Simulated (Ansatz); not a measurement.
How methods differ on C5H12Si (vinyltrimethylsilane)

C5H12Si has 18 atoms, charge 0, and is taken as a singlet. As SMILES, `C=C[Si](C)(C)C`. The shape is that of a PBE0-D4/def2-TZVP optimisation. This is one conformer, not always the lowest.

```xyz
18

C    -2.4635   -0.5608    0.4411
C    -1.6000    0.0415   -0.3722
Si    0.2500    0.0980   -0.1112
C     0.6938   -0.8173    1.4613
C     0.7913    1.8894    0.0123
C     1.0951   -0.7025   -1.5817
H    -3.5338   -0.5703    0.2520
H    -2.1382   -1.0766    1.3408
H    -2.0090    0.5366   -1.2545
H     0.2185   -0.3653    2.3356
H     1.7751   -0.7929    1.6220
H     0.3894   -1.8660    1.4138
H     0.3219    2.3833    0.8667
H     1.8758    1.9638    0.1322
H     0.5170    2.4463   -0.8876
H     0.8076   -1.7526   -1.6761
H     0.8258   -0.1974   -2.5133
H     2.1832   -0.6573   -1.4811
```

Each level gives the electronic atomisation energy (eV). The values are calculated. Electronic energies at fixed atoms, without zero-point motion or spin-orbit coupling.

```
                                 level                    kind  program  value (eV)  less CCSD(T)/6-31G*  CPU time (all runs)
       HF/6-31G* (spherical functions)            Hartree–Fock   Ansatz       55.47               -11.25                5.2 s
    SVWN5/6-31G* (spherical functions)                     LDA   Ansatz       82.18               +15.46                7.7 s
   revPBE/6-31G* (spherical functions)                     GGA   Ansatz       71.60                +4.88                9.6 s
    B3LYP/6-31G* (spherical functions)           global hybrid   Ansatz       72.47                +5.75                 11 s
CAM-B3LYP/6-31G* (spherical functions)  range-separated hybrid   Ansatz       73.06                +6.34                 11 s
    wB97X/6-31G* (spherical functions)  range-separated hybrid   Ansatz       73.05                +6.33                 33 s
      MP2/6-31G* (spherical functions)     perturbation theory   Ansatz       67.12                +0.40                6.4 s
  CCSD(T)/6-31G* (spherical functions)   coupled cluster or CI   Ansatz       66.72                 0.00                 43 s
```

Differences are taken from CCSD(T)/6-31G* (spherical functions) for orientation; it has basis-set and higher-order errors of its own. The values span 55.47 to 82.18 eV. Times are those of the runs behind each value, whatever else they computed, on shared processors of several kinds: orders of magnitude only.
